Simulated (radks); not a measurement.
Results of a calculation; reference values are marked as such.
Problem. All-electron atom: As I in [Ar] 3d10 4s2 4p3. Level of theory: Dirac Kohn-Sham, LDA (Slater exchange, Perdew-Wang correlation), spin-unpolarised, spherical densities, finite nucleus; open shells fill j = l - 1/2 first; Fermi nuclear charge, rms radius 4.0968 fm (a radial shooting solver on a logarithmic mesh with Libxc functionals). Some entries of the table are withheld. Estimate them.

| orbital | occ. | eigenvalue (hartree) | r(max) (bohr) |
|---|---|---|---|
| 1s1/2 | 2 | -429.7747 | (1) |
| 2s1/2 | 2 | -54.51945 | 0.1704 |
| 2p1/2 | 2 | -48.76055 | (2) |
| 2p3/2 | 4 | -47.41965 | (3) |
| 3s1/2 | 2 | -6.95650 | 0.5223 |
| 3p1/2 | 2 | -5.02131 | 0.5153 |
| 3p3/2 | 4 | -4.83625 | 0.5239 |
| 3d3/2 | 4 | -1.51365 | 0.4735 |
| 3d5/2 | 6 | -1.48681 | 0.4763 |
| 4s1/2 | 2 | -0.53705 | 1.607 |
| 4p1/2 | 2 | -0.20102 | 1.947 |
| 4p3/2 | 1 | -0.19070 | 1.988 |

Solution. 
(1) 1s1/2 r(max) (bohr): 0.02978
(2) 2p1/2 r(max) (bohr): 0.1342
(3) 2p3/2 r(max) (bohr): 0.1373
